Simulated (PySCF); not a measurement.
**CuH₃: breathing scan**

Level of theory: PBE0 in PySCF with Cu def2-TZVP, H def2-TZVP; no relativity; density-fitted integrals.

Rigid scan from the singlet minimum (Cu–H 1.504 Å, Cu–H 1.728 Å (×2), H–H 0.782 Å; Cu–H–H 76.9° (×2), H–Cu–H 26.2°, H–Cu–H 166.9° (×2)). Coordinate: all bonds to the central atom scaled together. Energies in kJ/mol from the minimum.

| scale of all bonds to the centre | E (kJ/mol) | dipole size (D) |
| --- | --- | --- |
| 0.88 | 64.1 | 3.51 |
| 0.92 | 25.5 | 3.62 |
| 0.96 | 5.7 | 3.72 |
| 1.00 | 0.0 | 3.81 |
| 1.04 | 4.8 | 3.90 |
| 1.08 | 17.4 | 3.99 |
| 1.14 | 46.7 | 4.10 |
| 1.22 | 98.1 | 4.24 |
| 1.35 | 195.5 | 4.43 |

At long bonds a restricted determinant can lie too high, and another spin state can fall below this curve.

Other isomers or separated fragments may lie lower.
